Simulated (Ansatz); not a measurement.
Species: sum formula H2BOCl2 (charge +1, singlet). It need not be the lowest isomer of its formula. 
Structure (B3LYP-D3(BJ)/def2-TZVP (Ansatz, a quantum-chemistry and plane-wave program) minimum search):
SMILES: B(Cl)(Cl)[OH2+]
```xyz
6

B     -0.1500    -0.0342     0.0356
Cl     0.3386     1.5220     0.5041
Cl     0.6828    -1.2892    -0.7463
O     -1.5622    -0.3560     0.3704
H     -1.9663    -1.2186     0.1545
H     -2.1499     0.2805     0.8213
```
Charge +1, spin multiplicity 1.

Parts of the frozen-core correlation energy in cc-pwCVTZ (Ansatz, hartree). Frozen orbitals: 12; correlated occupied orbitals by spin: 12 and 12; virtual: 208 and 208. No spin-orbit coupling. No relativistic terms.

| term | value |
|---|---|
| reference (HF) | -1019.62652 |
| MP2 opposite-spin | -0.54095 |
| MP2 same-spin | -0.18309 |
| CCSD correlation | -0.75781 |
| (T) | -0.03209 |
| T1 diagnostic | 0.011 |
| largest doubles amplitude | 0.035 |
